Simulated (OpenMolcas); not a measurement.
# Fe3+, Ru3+, Os3+: d5 down the group

* Program: OpenMolcas 26.06
* Method: CASSCF
* Basis: ANO-RCC-VTZP
* Scalar Hamiltonian: DKH2, point nucleus
* Spin-orbit coupling: state interaction with AMFI integrals over the reference wave functions, term energies averaged over their components

Active space for each ion: 5 electrons in 5 orbitals (d).

Computed levels in cm-1 above 6S 5/2:

```tsv
Level	Fe3+	Ru3+	Os3+
4G 7/2	37208	27677	25247
4G 11/2	37214	27731	25931
4G 9/2	37223	27793	26669
4P 1/2	42921	32076	29417
4D 7/2	46226	34016	32194
4D 1/2	46307	34657	35779
2I 11/2	52935	39475	36624
2I 13/2	52996	39916	39435
4F 5/2	62466	46232	45657
weight of 6S in the lowest level (%)	100	99	92
```

Mixed levels, with the weight of the term that names them: Os3+ 4P 1/2 (67 %), Os3+ 4D 1/2 (71 %), Os3+ 4F 5/2 (51 %).

Measured, with the error of the calculation in %. Measured levels: Fe3+ from Corliss and Sugar, J. Phys. Chem. Ref. Data 11, 135 (1982).

| Level | Fe3+ |
| --- | --- |
| 4G 11/2 | 32246 (+15.4) |
| 4P 1/2 | 35407 (+21.2) |
| 4D 7/2 | 38779 (+19.2) |
| 4D 1/2 | 38897 (+19.1) |

Without spin-orbit coupling 4G lies 37211, 27712, 25798 cm-1 above 6S in that order; the difference to the level 4G 7/2, of either sign, comes from spin-orbit coupling, which also lowers the zero.

Without dynamic correlation excited terms often stand tens of per cent too high (terms of higher spin than the ground term too low), and those without a measured partner can miss by more than the paired ones. Computed and measured levels are paired by configuration, term and J; levels that our copy of the source lacks, or whose pairing is in doubt (as where it misses far off the trend of its configuration), stay unpaired and out of the deviations. Levels of configurations outside the active space are missing.
